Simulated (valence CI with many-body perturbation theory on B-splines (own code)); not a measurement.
**E1 transitions of Te II**

Method: valence CI with perturbative core correlation (CI+MBPT): five valence electrons over a frozen Dirac-Fock core [Kr] 4d10, radial functions for each j: 10 s, 10 p, 9 d, 7 f, 4 g, 2 h, with the one-electron correlation potential Σ1 (screened to all orders), the two-electron term Σ2, the three-electron term Σ3, Breit, model QED; selected single and double excitations, second order for the rest, scaled by the run's own slope (own B-spline code, finite nucleus).

Set against measurement, 14 paired levels are off by 121 cm⁻¹ on average, the worst by 350. These come from a selection out of the NIST Handbook of Basic Atomic Spectroscopic Data. Levels without a partner in it may be off by more. Among the levels kept, up to 670 cm⁻¹ of a level comes from second order outside the variational space, and about a tenth of that is noise between levels of different J, which matters for small intervals.

Lines 201 to 245 of 245 in falling wavelength, among levels below 13.169 eV, chosen from the strongest by gf and those to the six lowest levels. Wavelengths and rates use the calculated energies, so an error of 100 cm⁻¹ moves a line at 124.6 nm by 0.12 % and its rate by three times that or more. Electric multipoles are in the length gauge, E1 and E2 with the static RPA response of the core. Weak lines are less certain than strong ones. Lines between different terms over intervals too small for the method are left out, as are lines whose strength nearly cancels. The highest levels of a list are the least certain.

Names give the largest LS component (configuration and term), which can be under half, so a name can repeat, a term be missing and a line seem to break the LS rules; names also repeat where a configuration has a term twice. Letters in brackets count levels of one name in rising energy.

| λ vac (nm) | Upper | Lower | A (s⁻¹) | log gf | Branch % |
| --- | --- | --- | --- | --- | --- |
| 124.6 | 5s2 5p2 5d 4P_3/2 | 5s2 5p3 2P°_1/2 | 1.78e+08 | -0.78 | 3.4 |
| 124.2 | 5s2 5p2 5d 2S_1/2 | 5s2 5p3 2P°_1/2 | 2.19e+07 | -1.99 | 1.3 |
| 122.5 | 5s2 5p2 5d 4P_1/2 | 5s2 5p3 2P°_1/2 | 5.77e+07 | -1.59 | 1.3 |
| 122.3 | 5s2 5p2 5d 2D_3/2 | 5s2 5p3 2P°_1/2 | 1.01e+09 | -0.04 | 38.7 |
| 122.3 | 5s2 5p2 5d 4F_3/2 [a] | 5s2 5p3 4S°_3/2 | 4.18e+07 | -1.43 | 34.9 |
| 122.2 | 5s2 5p2 5d 4D_3/2 | 5s2 5p3 2D°_3/2 | 1.23e+08 | -0.96 | 37.5 |
| 121.5 | 5s2 5p2 5d 4D_1/2 [b] | 5s2 5p3 2D°_3/2 | 2.24e+08 | -1.00 | 61.7 |
| 121.3 | 5s2 5p2 5d 4D_5/2 | 5s2 5p3 2D°_3/2 | 1.03e+08 | -0.87 | 18.8 |
| 121.2 | 5s2 5p2 6s 2D_5/2 | 5s2 5p3 2D°_5/2 | 6.46e+08 | -0.07 | 62.0 |
| 120.8 | 5s2 5p2 6s 4P_3/2 | 5s2 5p3 4S°_3/2 | 6.20e+08 | -0.27 | 92.6 |
| 120.6 | 5s2 5p2 6s 2D_3/2 | 5s2 5p3 2D°_5/2 | 9.71e+07 | -1.07 | 10.4 |
| 119.5 | 5s2 5p2 6s 2P_1/2 | 5s2 5p3 4S°_3/2 | 4.60e+07 | -1.71 | 4.9 |
| 119.1 | 5s2 5p2 5d 4D_7/2 | 5s2 5p3 2D°_5/2 | 2.35e+08 | -0.40 | 100.0 |
| 118.0 | 5s2 5p2 6s 2D_5/2 | 5s2 5p3 2D°_3/2 | 6.26e+07 | -1.11 | 6.0 |
| 117.8 | 5s2 5p2 5d 4F_5/2 | 5s2 5p3 4S°_3/2 | 8.89e+07 | -0.95 | 63.9 |
| 117.6 | 5s2 5p2 5d 4F_3/2 [b] | 5s2 5p3 4S°_3/2 | 1.92e+07 | -1.80 | 17.6 |
| 117.5 | 5s2 5p2 6s 2D_3/2 | 5s2 5p3 2D°_3/2 | 3.34e+08 | -0.56 | 35.7 |
| 116.8 | 5s2 5p2 6s 4P_5/2 | 5s2 5p3 4S°_3/2 | 6.71e+08 | -0.08 | 82.3 |
| 115.4 | 5s 5p4 2D_3/2 | 5s2 5p3 4S°_3/2 | 9.77e+06 | -2.11 | 2.4 |
| 115.1 | 5s2 5p2 5d 4P_5/2 | 5s2 5p3 2D°_5/2 | 2.22e+06 | -2.58 | 0.0 |
| 114.7 | 5s 5p4 2D_5/2 | 5s2 5p3 4S°_3/2 | 3.40e+07 | -1.40 | 84.0 |
| 113.2 | 5s2 5p2 5d 2G_7/2 | 5s2 5p3 2D°_5/2 | 4.68e+08 | -0.14 | 100.0 |
| 113.1 | 5s2 5p2 5d 4P_3/2 | 5s2 5p3 2D°_5/2 | 1.97e+08 | -0.82 | 3.8 |
| 112.8 | 5s2 5p2 5d 4D_1/2 [a] | 5s2 5p3 4S°_3/2 | 1.95e+07 | -2.13 | 8.5 |
| 112.7 | 5s2 5p2 5d 2F_5/2 | 5s2 5p3 4S°_3/2 | 5.21e+07 | -1.23 | 49.9 |
| 112.5 | 5s2 5p2 6s 2P_3/2 | 5s2 5p3 4S°_3/2 | 1.58e+07 | -1.92 | 2.7 |
| 112.2 | 5s2 5p2 5d 4P_5/2 | 5s2 5p3 2D°_3/2 | 8.10e+07 | -1.04 | 1.6 |
| 111.3 | 5s2 5p2 5d 2D_3/2 | 5s2 5p3 2D°_5/2 | 4.28e+07 | -1.50 | 1.6 |
| 110.6 | 5s2 5p2 5d 2D_5/2 | 5s2 5p3 2D°_5/2 | 3.87e+08 | -0.37 | 8.6 |
| 110.4 | 5s2 5p2 5d 4P_3/2 | 5s2 5p3 2D°_3/2 | 2.39e+07 | -1.76 | 0.5 |
| 110.1 | 5s2 5p2 5d 2S_1/2 | 5s2 5p3 2D°_3/2 | 2.98e+06 | -2.97 | 0.2 |
| 108.8 | 5s2 5p2 5d 4P_1/2 | 5s2 5p3 2D°_3/2 | 1.44e+07 | -2.29 | 0.3 |
| 108.7 | 5s2 5p2 5d 4D_3/2 | 5s2 5p3 4S°_3/2 | 1.14e+08 | -1.09 | 34.8 |
| 108.6 | 5s2 5p2 5d 2D_3/2 | 5s2 5p3 2D°_3/2 | 5.22e+08 | -0.43 | 20.0 |
| 108.1 | 5s2 5p2 5d 4D_1/2 [b] | 5s2 5p3 4S°_3/2 | 8.02e+06 | -2.55 | 2.2 |
| 108.0 | 5s2 5p2 5d 2D_5/2 | 5s2 5p3 2D°_3/2 | 3.95e+09 | 0.62 | 87.5 |
| 107.9 | 5s2 5p2 5d 4D_5/2 | 5s2 5p3 4S°_3/2 | 4.23e+08 | -0.35 | 77.5 |
| 105.4 | 5s2 5p2 6s 2D_5/2 | 5s2 5p3 4S°_3/2 | 2.88e+08 | -0.54 | 27.7 |
| 105.0 | 5s2 5p2 6s 2D_3/2 | 5s2 5p3 4S°_3/2 | 1.24e+08 | -1.09 | 13.3 |
| 100.7 | 5s2 5p2 5d 4P_5/2 | 5s2 5p3 4S°_3/2 | 4.91e+09 | 0.65 | 98.2 |
| 99.20 | 5s2 5p2 5d 4P_3/2 | 5s2 5p3 4S°_3/2 | 4.82e+09 | 0.45 | 92.3 |
| 98.99 | 5s2 5p2 5d 2S_1/2 | 5s2 5p3 4S°_3/2 | 1.53e+09 | -0.35 | 87.9 |
| 97.90 | 5s2 5p2 5d 4P_1/2 | 5s2 5p3 4S°_3/2 | 4.46e+09 | 0.11 | 97.2 |
| 97.78 | 5s2 5p2 5d 2D_3/2 | 5s2 5p3 4S°_3/2 | 8.58e+08 | -0.31 | 32.9 |
| 97.30 | 5s2 5p2 5d 2D_5/2 | 5s2 5p3 4S°_3/2 | 9.60e+07 | -1.09 | 2.1 |
